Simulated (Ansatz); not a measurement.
Gas-phase electronic energies from Ansatz, PBE0-D4/def2-TZVP geometries. CBS: MP2 limit from def2 TZ/QZ plus the TZ coupled-cluster correction, frozen cores. This one scheme is used for every species. DFT in def2-TZVPP. B3LYP here is the variant with VWN-RPA as its local correlation; programs differ in this. Each species was taken in one conformer, which may not be the lowest.

`C=C[SiH2][SiH2]C` + `O[SiH](F)F` → `C=C[SiH2]O[SiH](F)F` + `C[SiH3]`  (cleavage of the Si–Si bond)

`C=C[SiH2][SiH2]C`:

```xyz
15

C     2.307   -1.684    0.281
C     1.217   -1.078    0.744
Si    0.907    0.754    0.591
Si   -0.883    1.164   -0.866
C    -2.421    0.226   -0.333
H     3.110   -1.130   -0.198
H     2.450   -2.758    0.363
H     0.452   -1.694    1.215
H     0.577    1.322    1.931
H     2.151    1.408    0.094
H    -1.167    2.628   -0.907
H    -0.487    0.747   -2.242
H    -3.249    0.417   -1.019
H    -2.733    0.528    0.669
H    -2.232   -0.850   -0.322
```

`O[SiH](F)F`:

```xyz
6

O     0.790    0.285   -0.957
Si   -0.234   -0.260    0.165
F    -1.513    0.669    0.273
F     0.428   -0.238    1.604
H     1.159    1.167   -0.899
H    -0.630   -1.623   -0.187
```

`C=C[SiH2]O[SiH](F)F`:

Cartesian coordinates in Å:
```
C -0.446 1.954 -0.478
C -1.124 1.366 0.503
Si -1.016 -0.436 0.905
O 0.039 -1.182 -0.117
Si 1.495 -1.543 -0.663
F 1.969 -0.435 -1.691
F 2.546 -1.540 0.519
H -0.535 3.018 -0.680
H 0.230 1.403 -1.125
H -1.785 1.981 1.114
H -2.332 -1.101 0.737
H -0.554 -0.635 2.304
H 1.513 -2.848 -1.328
```

`C[SiH3]`:

Z-matrix (Å, degrees):
```
C
Si 1 1.871
H 1 1.092 2 110.8
H 1 1.092 2 110.8 3 -120.0
H 1 1.092 2 110.8 3 120.0
H 2 1.488 1 110.7 3 -179.9
H 2 1.488 1 110.7 3 -59.9
H 2 1.488 1 110.7 3 60.1
```

```json
{"level": "PBE-D4", "ΔE (kJ/mol)": "-88.5", "difference from CCSD(T)/CBS": "26.2"}
{"level": "B3LYP-D4", "ΔE (kJ/mol)": "-117.3", "difference from CCSD(T)/CBS": "-2.6"}
{"level": "ωB97X-V", "ΔE (kJ/mol)": "-113.7", "difference from CCSD(T)/CBS": "1.0"}
{"level": "PBE", "ΔE (kJ/mol)": "-87.5", "difference from CCSD(T)/CBS": "27.2"}
{"level": "r2SCAN", "ΔE (kJ/mol)": "-108.9", "difference from CCSD(T)/CBS": "5.8"}
{"level": "B3LYP", "ΔE (kJ/mol)": "-115.7", "difference from CCSD(T)/CBS": "-1.0"}
{"level": "HF/def2-TZVPP", "ΔE (kJ/mol)": "-143.6", "difference from CCSD(T)/CBS": "-28.9"}
{"level": "CCSD/def2-TZVPP", "ΔE (kJ/mol)": "-118.8", "difference from CCSD(T)/CBS": "-4.1"}
{"level": "HF/def2-QZVPP", "ΔE (kJ/mol)": "-146.4", "difference from CCSD(T)/CBS": "-31.7"}
{"level": "SCS-MP2/def2-QZVPP", "ΔE (kJ/mol)": "-125.1", "difference from CCSD(T)/CBS": "-10.4"}
{"level": "CCSD(T)/CBS", "ΔE (kJ/mol)": "-114.7", "difference from CCSD(T)/CBS": "0"}
```

Largest T1 diagnostic among the species: 0.012.

From PBE to PBE0 (25 % exact exchange), in def2-TZVPP and without D4, ΔE moves by −9.2 kJ/mol. In def2-TZVPP, CCSD(T) changes the Hartree–Fock value by +29.2 kJ/mol (the triples alone add +4.4 kJ/mol) and MP2 by +25.2 kJ/mol.

CCSD(T)/CBS has its own doubt, a few kJ/mol and more with outer-core shells, so smaller differences from it don't rank the levels.
